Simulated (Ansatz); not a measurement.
Geometry optimisation, RHF/def2-SVP in Ansatz.

Input:

```yaml
crystal:
  periodic: [false, false, false]
  atoms:
    - { symbol: W, position_ang: [0.17292, -0.422421, -0.354071] }
    - { symbol: O, position_ang: [0.329582, 0.139646, 2.724032] }
    - { symbol: H, position_ang: [-0.475023, -0.010119, 3.201184] }
    - { symbol: Cl, position_ang: [2.401968, -0.460888, 0.16487] }
    - { symbol: Cl, position_ang: [0.400823, 3.00375, -0.448226] }
    - { symbol: Cl, position_ang: [-2.004381, -0.228417, 0.401802] }
    - { symbol: Cl, position_ang: [-0.002761, -2.713216, -0.770911] }
    - { symbol: Cl, position_ang: [0.077794, 0.358809, -2.52579] }
    - { symbol: F, position_ang: [0.284142, 1.454105, 0.264895] }
    - { symbol: H, position_ang: [0.242837, 1.032351, 2.355615] }
basis:
  gaussian: { orbitals: def2-SVP }
hamiltonian:
  xc: hf
relax:
  f_tol: 0.03
  max_steps: 50
```

Run as:

```bash
$ ansatz run input.yaml --threads 4 --pin off --max-ram 5120MiB --backend cpu --events-out ev --progress --plain --runs-dir out
```

Where does it end, and by what steps?

It converged. After 23 steps the energy has fallen by 1.532 eV; H3 moved furthest, 1.58 Å. Parted: W1–F9 (1.98 → 3.02 Å). Joined: W1–O2 (3.13 → 2.24 Å).

```csv
step,energy less start (eV),largest force component (eV/Å),accepted
0,0.0000,3.793,yes
1,-0.3909,3.025,yes
2,-0.6132,2.180,yes
3,-0.8120,0.864,yes
4,-0.9070,1.549,yes
5,-1.0844,1.097,yes
6,-1.2490,1.044,yes
7,-1.3573,0.471,yes
8,-1.4041,0.485,yes
9,-1.4306,0.791,yes
10,-1.4583,1.034,yes
11,-1.5130,0.173,yes
12,-1.5160,0.824,yes
13,-1.5281,0.142,yes
14,-1.5296,0.064,yes
15,-1.5302,0.063,yes
16,-1.5306,0.052,yes
17,-1.5310,0.037,yes
18,-1.5297,0.332,no
19,-1.5312,0.056,yes
20,-1.5315,0.038,yes
21,-1.5315,0.051,yes
22,-1.5316,0.036,yes
23,-1.5316,0.020,yes
```

```xyz
10
Properties=species:S:1:pos:R:3
W 0.087 -0.319 0.054
O 0.159 -0.528 2.286
H 0.048 -1.399 2.653
Cl 2.307 0.244 0.217
Cl 0.764 3.608 -1.396
Cl -2.039 0.487 0.436
Cl -0.068 -2.633 0.272
Cl -0.021 -0.126 -2.272
F 0.230 2.686 -0.172
H -0.039 0.133 2.936
```

Whether the end is a true minimum wasn't checked by a vibrational analysis.

The run took 2.3 min on 4 threads of Intel(R) Xeon(R) Platinum 8259CL CPU @ 2.50GHz (Skylake/Cascade Lake) (shared host), peak memory 0.68 GiB.
